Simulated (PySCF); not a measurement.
Gas-phase reaction: 4 HfCl₃OH = HfO₂ + 3 HfCl₄ + 2 H₂O

Computed with PySCF and rigid-rotor harmonic-oscillator thermochemistry at 1 bar. † marks an energy on the PBE0/def2-TZVP geometry and frequencies; other levels use their own. MP2 and CCSD(T) freeze the core. All species are closed-shell singlets. B3LYP is the form with VWN-RPA correlation. Hf: scalar-relativistic def2 core potential, no spin-orbit coupling. HfCl₃OH: computed as isolated molecules; such fragments, hydroxides, amides, oligomers or adducts are transient or little studied in the gas. MP2 isn't extrapolated to the basis-set limit; its ΔH°(298 K) is 757.0 kJ in def2-SVP and 722.3 kJ in def2-TZVPP. CCSD(T) isn't extrapolated to the basis-set limit; its ΔH°(298 K) is 794.0 kJ in def2-SVP and 764.0 kJ in def2-TZVPP. The harmonic model lacks anharmonicity and excited electronic states, which grow with temperature; levels with a mode under 35 cm⁻¹ are left out. Soft modes under 120 cm⁻¹ make the harmonic entropy rough for HfCl₃OH, HfCl₄. Warning, large T1 diagnostic: HfO₂ (CCSD(T)/def2-SVP†).

```
level               ΔE electronic, kJ  ΔH°(298 K), kJ  ΔS°(298 K), J/K  ΔG°(1800 K), kJ
------------------  -----------------  --------------  ---------------  ---------------
B3LYP/def2-TZVP†                  741             738              219              411
BLYP/def2-TZVP†                   685             682              219              355
CCSD(T)/def2-SVP†                 797             794              219              467
HF/def2-TZVP†                     881             878              219              551
MP2/def2-SVP†                     760             757              219              430
MP2/def2-TZVPP†                   725             722              219              395
PBE/def2-SVP                      753             748              226              406
PBE0/def2-SVP†                    804             801              219              474
PBE0/def2-TZVP                    749             747              219              420
LDA/def2-TZVP†                    772             770              219              442
ωB97M-V/def2-TZVP†                793             790              219              463
```
ΔH° is lowest at BLYP/def2-TZVP† and highest at HF/def2-TZVP†. No reference value is set beside these.
